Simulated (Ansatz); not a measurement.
The first iterations of a band of Cl₂H₄OSiSn (9 atoms, charge 0, multiplicity 1).

The calculation used RKS B3LYP/def2-SVP in Ansatz 0.2.0.

```json
{
  "movable images": "5",
  "climbing image": "yes",
  "spring": "5.0 eV/Å²",
  "optimiser": "quadratic models (default)",
  "start path": "through a guess of the saddle point",
  "force threshold": "0.2 eV/Å",
  "iteration limit": "60",
  "end points": "relaxed"
}
```

Image 0:

```xyz
9
Properties=species:S:1:pos:R:3
Sn -0.975 0.261 -2.200
Si 0.876 0.427 1.066
O 0.582 -0.318 -0.451
H 0.351 -1.269 -0.454
Cl -2.421 1.167 -0.449
Cl -1.349 -2.170 -1.881
H 0.913 1.879 0.775
H -0.179 0.068 2.044
H 2.201 -0.046 1.551
```

Image 6:

```xyz
9
Properties=species:S:1:pos:R:3
Sn -1.207 0.711 -1.949
Si 0.809 0.651 0.848
O 0.348 1.031 -0.691
H 0.193 -1.875 -0.411
Cl -2.868 0.310 -0.217
Cl -0.195 -2.285 -1.589
H 2.252 0.974 1.046
H 0.003 1.325 1.905
H 0.666 -0.841 1.059
```

| iteration | highest image above the first end (eV) | largest band force component (eV/Å) |
| --- | --- | --- |
| 1 | 8.638 | 15.463 |
| 2 | 3.164 | 6.102 |
| 3 | 1.559 | 2.382 |
| 4 | 1.138 | 0.928 |
| 5 | 1.063 | 0.675 |

Q: Does the band converge within its limit, and where does its top end?

A: The run converged. It ended after 17 iterations with the highest image 1.030 eV above the first end. The threshold of 0.2 eV/Å is loose, so the images may lie well off the minimum-energy path. Another band between the same ends (5 images) ends at a top of the same energy, where a vibrational analysis finds 1 clearly imaginary mode. The orbitals stay closed-shell, which can raise the energy where a bond breaks towards radicals; this wasn't checked here.

The run took 3.8 min on 2 threads of AMD EPYC 9R14 (Zen 4), on a shared host, peak memory 0.35 GiB.
